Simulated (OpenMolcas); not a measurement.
## Nb4+: moving or changing the point charges

Nb4+ among 6 point charges of -1.7 e arranged as an octahedron (Oh), 2.07 Å from the ion.

```json
{
 "Program": "OpenMolcas 26.06",
 "Method": "CASSCF",
 "Basis": "ANO-RCC-VTZP [7s6p4d2f1g]",
 "Scalar Hamiltonian": "DKH2, point nucleus",
 "Active space": "1 electron in 5 orbitals (4d)",
 "State averaging": "2S+1 = 2 even, 5 roots",
 "Spin-orbit coupling": "RASSI with atomic mean-field integrals over the reference wave functions"
}
```

Runs around this geometry, states (labels of O, the rotations of Oh). Energies in cm-1 above the lowest state or level, χT in cm3 K/mol; under a threefold ground state the first gap can be a small split of the lowest multiplet, not the spin-orbit step; 10Dq is the gap between the two states.

```csv
R (Å),q (e),Ground state,First state of that spin,10Dq,First gap with spin-orbit (degeneracies),χT at 300 K
2.07,-1.36,2T2,2E 8502,8502,"1138 (4, 2)",0.153
1.95,-1.7,2T2,2E 13738,13738,"1061 (4, 2)",0.153
2.07,-1.7,2T2,2E 10453,10453,"1104 (4, 2)",0.152
2.23,-1.7,2T2,2E 7388,7388,"1155 (4, 2)",0.155
```

Taking |10Dq| as R^-n, n = -ln(7388 / 13738) / ln(2.23 / 1.95) = 4.6 between the shortest and longest distance. The point-charge formula for a cubic d site gives n = 5.

Scaling the charges by -1.36 / -1.7 = 0.80 scales |10Dq| by 8502 / 10453 = 0.81; with fixed orbitals a first-order splitting would follow the charge.

An orbital triplet at a regular site is open to Jahn-Teller coupling, which can distort the site and quench the lowest spin-orbit gaps and is left out. This field is weak: 10Dq is about 8502 cm-1, while octahedral complexes of 4d ions of charge 3 and more, computed by the same method with explicit ligands, had a median near 25000 cm-1. Ground spin and moment need not be those of a real site (figures for R = 2.07, q = -1.36; the like holds for R = 1.95, q = -1.7, R = 2.07, q = -1.7, R = 2.23, q = -1.7). This is an electrostatic model: the charges have no orbitals. No measured value stands beside these numbers.
